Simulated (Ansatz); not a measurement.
A nudged elastic band was laid between two geometries of ClH3O2Sn + H4Si (12 atoms, charge 0, multiplicity 1).

These are results of Ansatz 0.2.0, RKS BHLYP-D4/def2-SVP, not measurements.

* movable images: 7
* climbing image: yes
* spring: 5.0 eV/Å²
* optimiser: quadratic models (default)
* start path: through a guess of the saddle point
* force threshold: 0.05 eV/Å
* iteration limit: 60
* end points: relaxed

Initial state:

```xyz
12
Properties=species:S:1:pos:R:3
Sn -0.496 -0.313 0.070
Cl -0.374 -0.664 2.381
O 1.244 0.320 -0.567
H 1.903 -0.363 -0.687
H -1.690 0.794 -0.357
O -0.753 -2.092 -0.701
H -0.817 -2.798 -0.059
Si 1.881 2.628 1.258
H 2.508 1.418 1.826
H 2.493 2.997 -0.034
H 2.067 3.750 2.211
H 0.421 2.427 1.099
```

Final state:

```xyz
12
Properties=species:S:1:pos:R:3
Sn 0.371 0.641 -0.322
Cl -0.620 0.511 3.190
O 1.534 0.016 -1.790
H 1.128 -0.541 -2.450
H -1.149 1.041 -0.995
O 0.023 -1.003 0.795
H -0.490 -1.713 0.414
Si 1.789 2.178 1.155
H 2.496 1.336 2.137
H 2.756 2.850 0.259
H 0.919 3.179 1.800
H -0.369 -0.393 2.248
```

(1) Which bonds break or form, and what moves?

(2) Give the energies along the band, and the barrier.

(3) What is the geometry of the highest image?

## Answers

(1) Bonds broken: Sn1–Cl2, Si8–H12. Bonds formed: Sn1–Si8, Cl2–H12. ClH3O2Sn + H4Si becomes ClH + H6O2SiSn.

(2) The run converged. The highest image is number 4 of 0 to 8, 54.4 kcal/mol above the first end and 44.5 kcal/mol above the last; the last end lies 9.9 kcal/mol above the first. A structure lower than the last end lies on the path between it and the top, so the climb from that side starts below the end, which may itself be a saddle point or a shallow side well. Neighbouring images differ by up to 1.5 eV, so the band resolves the path poorly. A vibrational analysis at the climbing image gives one clearly imaginary mode, 1213i cm⁻¹: a first-order saddle point. The orbitals stay closed-shell, which can raise the energy where a bond breaks towards radicals; this wasn't checked here.

```tsv
image	path coordinate (Å)	energy (kcal/mol)	Sn1–Cl2 (Å)	Si8–H12 (Å)	Sn1–Si8 (Å)
0	0.00	0.0	2.34	1.48	3.96
1	1.13	0.7	2.34	1.48	4.04
2	2.25	6.3	2.36	1.47	3.75
3	3.38	18.7	2.43	1.49	3.31
4	4.50	54.4	2.81	1.81	2.82
5	5.97	22.4	3.41	2.68	2.58
6	7.45	14.3	3.68	3.28	2.56
7	8.92	9.6	3.79	3.58	2.57
8	10.38	9.9	3.65	3.53	2.56
```

(3) 
```xyz
12
Properties=species:S:1:pos:R:3
Sn -0.001 0.231 -0.201
Cl -1.240 0.449 2.315
O 1.579 0.309 -1.382
H 2.101 -0.493 -1.355
H -1.305 0.952 -0.984
O 0.068 -1.662 0.272
H -0.438 -1.829 1.069
Si 1.628 2.042 1.215
H 2.823 1.202 1.416
H 1.747 2.933 0.045
H 1.317 2.831 2.426
H 0.108 1.141 1.602
```

Time of the run: 9.9 min on 4 threads of Arm Neoverse V2, on a shared host, peak memory 0.36 GiB.
